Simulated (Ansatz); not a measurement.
Wavefunction ladder for CH$_{7}$BOSSi, SMILES `CSBO[SiH3]`

Cartesian coordinates in Å:
```
C 1.527 -2.081 0.279
S 0.697 -0.538 0.723
B -0.250 -0.155 -0.757
O -1.022 0.953 -0.823
Si -1.376 2.198 0.207
H 1.230 -2.384 -0.724
H 2.605 -1.933 0.312
H 1.247 -2.856 0.992
H -0.195 -0.895 -1.698
H -0.130 2.900 0.603
H -2.271 3.119 -0.529
H -2.062 1.673 1.415
```

The species carries charge 0 and has multiplicity 1. The geometry is a stationary point of PBE0-D4/def2-TZVP. It is one conformer, not always the lowest. Frozen core, restricted reference, Ansatz. CBS rows extrapolate triple and quadruple zeta; past MP2 they add the triple-zeta difference.

```tsv
basis	HF (Eh)	MP2 corr.	CCSD corr.	(T)	CCSD(T) total
def2-SVP	?	-0.64124	-0.70260	-0.01965	?
def2-TZVPP	-828.15068	-0.81163	?	?	?
def2-QZVPP	-828.17824	?	–	–	–
CBS(def2)	-828.18204	-0.91920	-0.97532	as TZ	-829.19212
```

Question: Fill in the withheld values. (Best estimate.)

Answer: Computed: def2-SVP HF (Eh): -827.73890; def2-SVP CCSD(T) total: -828.46115; def2-TZVPP CCSD corr.: -0.86775; def2-TZVPP (T): -0.03476; def2-TZVPP CCSD(T) total: -829.05319; def2-QZVPP MP2 corr.: -0.87343.
